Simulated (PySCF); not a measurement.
**How methods differ on the ionisation energy of Te⁺**

Te⁺ [Kr] 4d10 5s2 5p3 [5p1/2^2 5p3/2^1, M_J = 3/2] → Te²⁺ [Kr] 4d10 5s2 5p2 [5p1/2^2, M_J = 0], as a difference of total energies. Calculation: PySCF 2.14, in x2c-QZVPPall-2c (13s13p9d4f1g, 134 functions); the two-component X2C-1e Hamiltonian. Correlated levels: [Ar] 3d10 frozen; the 32 highest virtual spinors dropped. "Screened" scales the spin-orbit matrix elements by Boettger's factors to mimic the two-electron term; Breit and QED terms are absent.

| method | ionisation energy (eV) |
| --- | --- |
| GHF (spin-free) | 18.414 |
| GMP2 (spin-free) | 18.985 |
| GHF (screened spin-orbit) | 18.356 |
| GMP2 (screened spin-orbit) | 18.597 |

Task: How much does correlation contribute at GMP2 (screened spin-orbit)?

Result: 18.597 − (18.356) = 0.241 eV, measured against GHF (screened spin-orbit).

The spin-free rows relax to the high-spin LS determinant and lack the spin-orbit shift.

The labels give the starting determinants; with spin-orbit coupling the two ends relaxed to ⟨J²⟩ = 3.76, ⟨L²⟩ = 0.10, ⟨S²⟩ = 3.66 and ⟨J²⟩ = 0.00, ⟨L²⟩ = 1.35, ⟨S²⟩ = 1.35.

For comparison: 18.6 ± 0.4 eV (measured; NIST Atomic Spectra Database, ionization energies).
